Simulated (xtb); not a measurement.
xtb input for octasulfur (S8), SMILES S1SSSSSSS1, GFN2-xTB. 

```
$ xtb mol.xyz --gfn 2 --sp --chrg 0 --uhf 0 --json
$ cat mol.xyz
8

S      0.08465634     1.83594624     1.70479119
S     -1.01147066     1.61556934    -0.00000003
S      0.08465634     1.83594618    -1.70479126
S      0.93941007    -0.04495317    -2.08650719
S     -0.54455254    -1.40728534    -1.71311268
S      0.05244293    -2.38298489     0.00000004
S     -0.54455254    -1.40728528     1.71311273
S      0.93941007    -0.04495309     2.08650719
```

Output:

```
[banner left out]
          |                Calculation Setup                |
           -------------------------------------------------



           -------------------------------------------------
          |                 G F N 2 - x T B                 |
           -------------------------------------------------

        Reference                      10.1021/acs.jctc.8b01176
      * Hamiltonian:
        H0-scaling (s, p, d)           1.850000    2.230000    2.230000
        zeta-weighting                 0.500000
      * Dispersion:
        s8                             2.700000
        a1                             0.520000
        a2                             5.000000
        s9                             5.000000
      * Repulsion:
        kExp                           1.500000    1.000000
        rExp                           1.000000
      * Coulomb:
        alpha                          2.000000
        third order                    shell-resolved
        anisotropic                    true
        a3                             3.000000
        a5                             4.000000
        cn-shift                       1.200000
        cn-exp                         4.000000
        max-rad                        5.000000


          ...................................................
          :                      SETUP                      :
          :.................................................:
          :  # basis functions                  80          :
          :  # atomic orbitals                  72          :
          :  # shells                           24          :
          :  # electrons                        48          :
          :  max. iterations                   250          :
          :  Hamiltonian                  GFN2-xTB          :
          :  restarted?                      false          :
          :  GBSA solvation                  false          :
          :  PC potential                    false          :
          :  electronic temp.          300.0000000     K    :
          :  accuracy                    1.0000000          :
          :  -> integral cutoff          0.2500000E+02      :
          :  -> integral neglect         0.1000000E-07      :
          :  -> SCF convergence          0.1000000E-05 Eh   :
          :  -> wf. convergence          0.1000000E-03 e    :
          :  Broyden damping             0.4000000          :
          :  net charge                          0          :
          :  unpaired electrons                  0          :
          ...................................................

 iter      E             dE          RMSdq      gap      omega  full diag
   1    -26.1299016 -0.261299E+02  0.109E+01    2.72       0.0  T
   2    -26.1471366 -0.172351E-01  0.454E+00    2.52       1.0  T
   3    -26.1503981 -0.326148E-02  0.765E-01    2.38       1.0  T
   4    -26.1504095 -0.113963E-04  0.189E-01    2.37       1.0  T
   5    -26.1504107 -0.125996E-05  0.487E-02    2.37       1.0  T
   6    -26.1504111 -0.335549E-06  0.119E-02    2.37       3.0  T
   7    -26.1504111 -0.227635E-07  0.642E-03    2.37       5.5  T
   8    -26.1504111 -0.122702E-07  0.223E-03    2.37      15.8  T
   9    -26.1504111 -0.233808E-08  0.105E-03    2.37      33.5  T
  10    -26.1504111 -0.593658E-09  0.525E-04    2.37      67.4  T
  11    -26.1504111 -0.162714E-09  0.158E-04    2.37     223.7  T

   *** convergence criteria satisfied after 11 iterations ***

         #    Occupation            Energy/Eh            Energy/eV
      -------------------------------------------------------------
         1        2.0000           -0.7736418             -21.0519
       ...           ...                  ...                  ...
        18        2.0000           -0.4470977             -12.1661
        19        2.0000           -0.4383504             -11.9281
        20        2.0000           -0.4297920             -11.6952
        21        2.0000           -0.4243441             -11.5470
        22        2.0000           -0.4172346             -11.3535
        23        2.0000           -0.4121310             -11.2147
        24        2.0000           -0.3938479             -10.7171 (HOMO)
        25                         -0.3065990              -8.3430 (LUMO)
        26                         -0.3032517              -8.2519
        27                         -0.3019433              -8.2163
        28                         -0.2900653              -7.8931
        29                         -0.2849598              -7.7542
       ...                                ...                  ...
        72                          0.4939656              13.4415
      -------------------------------------------------------------
                  HL-Gap            0.0872488 Eh            2.3742 eV
             Fermi-level           -0.3502234 Eh           -9.5301 eV

 SCC (total)                   0 d,  0 h,  0 min,  0.016 sec
 SCC setup                      ...        0 min,  0.000 sec (  0.447%)
 Dispersion                     ...        0 min,  0.000 sec (  0.138%)
 classical contributions        ...        0 min,  0.000 sec (  0.064%)
 integral evaluation            ...        0 min,  0.003 sec ( 20.027%)
 iterations                     ...        0 min,  0.007 sec ( 43.399%)
 molecular gradient             ...        0 min,  0.006 sec ( 35.103%)
 printout                       ...        0 min,  0.000 sec (  0.766%)

         :::::::::::::::::::::::::::::::::::::::::::::::::::::
         ::                     SUMMARY                     ::
         :::::::::::::::::::::::::::::::::::::::::::::::::::::
         :: total energy             -26.109374116893 Eh    ::
         :: gradient norm              0.000124801458 Eh/a0 ::
         :: HOMO-LUMO gap              2.374161933966 eV    ::
         ::.................................................::
         :: SCC energy               -26.150371439481 Eh    ::
         :: -> isotropic ES           -0.000194686790 Eh    ::
         :: -> anisotropic ES          0.005660687866 Eh    ::
         :: -> anisotropic XC          0.020076951443 Eh    ::
         :: -> dispersion             -0.021208844587 Eh    ::
         :: repulsion energy           0.040997322588 Eh    ::
         :: add. restraining           0.000000000000 Eh    ::
         :: total charge               0.000000000000 e     ::
         :::::::::::::::::::::::::::::::::::::::::::::::::::::

           -------------------------------------------------
          |                Property Printout                |
           -------------------------------------------------

    * Orbital Energies and Occupations

         #    Occupation            Energy/Eh            Energy/eV
      -------------------------------------------------------------
         1        2.0000           -0.7736418             -21.0519
       ...           ...                  ...                  ...
        12        2.0000           -0.5171193             -14.0715
        13        2.0000           -0.5146323             -14.0039
        14        2.0000           -0.5109269             -13.9030
        15        2.0000           -0.5030237             -13.6880
        16        2.0000           -0.4974665             -13.5368
        17        2.0000           -0.4547672             -12.3748
        18        2.0000           -0.4470977             -12.1661
        19        2.0000           -0.4383504             -11.9281
        20        2.0000           -0.4297920             -11.6952
        21        2.0000           -0.4243441             -11.5470
        22        2.0000           -0.4172346             -11.3535
        23        2.0000           -0.4121310             -11.2147
        24        2.0000           -0.3938479             -10.7171 (HOMO)
        25                         -0.3065990              -8.3430 (LUMO)
        26                         -0.3032517              -8.2519
        27                         -0.3019433              -8.2163
        28                         -0.2900653              -7.8931
        29                         -0.2849598              -7.7542
        30                         -0.2747011              -7.4750
        31                         -0.2726169              -7.4183
        32                         -0.2603882              -7.0855
        33                         -0.0783168              -2.1311
        34                         -0.0771418              -2.0991
        35                         -0.0702829              -1.9125
       ...                                ...                  ...
        72                          0.4939656              13.4415
      -------------------------------------------------------------
                  HL-Gap            0.0872488 Eh            2.3742 eV
             Fermi-level           -0.3502234 Eh           -9.5301 eV

     #   Z          covCN         q      C6AA      α(0)
     1  16 S        1.965    -0.006   141.306    20.007
     2  16 S        1.978     0.010   140.643    19.960
     3  16 S        1.965    -0.006   141.306    20.007
     4  16 S        1.979    -0.010   141.484    20.020
     5  16 S        1.968     0.016   140.397    19.943
     6  16 S        1.988    -0.009   141.431    20.016
     7  16 S        1.968     0.016   140.397    19.943
     8  16 S        1.979    -0.010   141.484    20.020

 Mol. C6AA /au·bohr⁶  :       9027.563428
 Mol. C8AA /au·bohr⁸  :     442271.165427
 Mol. α(0) /au        :        159.915462


Wiberg/Mayer (AO) data.
largest (>0.10) Wiberg bond orders for each atom

 ---------------------------------------------------------------------------
     #   Z sym  total        # sym  WBO       # sym  WBO       # sym  WBO
 ---------------------------------------------------------------------------
     1  16 S    2.486 --     2 S    1.187     8 S    1.055     3 S    0.131
     2  16 S    2.576 --     1 S    1.187     3 S    1.187
     3  16 S    2.486 --     2 S    1.187     4 S    1.055     1 S    0.131
     4  16 S    2.451 --     5 S    1.183     3 S    1.055
     5  16 S    2.544 --     4 S    1.183     6 S    1.145     7 S    0.106
     6  16 S    2.503 --     5 S    1.145     7 S    1.145
     7  16 S    2.544 --     8 S    1.183     6 S    1.145     5 S    0.106
     8  16 S    2.451 --     7 S    1.183     1 S    1.055
 ---------------------------------------------------------------------------

Topologies differ in total number of bonds
Writing topology from bond orders to xtbtopo.mol

molecular dipole:
                 x           y           z       tot (Debye)
 q only:       -0.092      -0.054      -0.000
   full:       -0.108      -0.017      -0.000       0.277
molecular quadrupole (traceless):
                xx          xy          yy          xz          yz          zz
 q only:        0.068       0.045       0.044       0.000       0.000      -0.111
  q+dip:        0.047      -0.181       0.028       0.000       0.000      -0.075
   full:       -0.817      -0.108       0.801       0.000       0.000       0.016


           -------------------------------------------------
          | TOTAL ENERGY              -26.109374116893 Eh   |
          | GRADIENT NORM               0.000124801458 Eh/α |
          | HOMO-LUMO GAP               2.374161933966 eV   |
           -------------------------------------------------

------------------------------------------------------------------------
------------------------------------------------------------------------
 total:
 SCF:
Note: The following floating-point exceptions are signalling: IEEE_DENORMAL
normal termination of xtb
```

Self-consistency was reached.
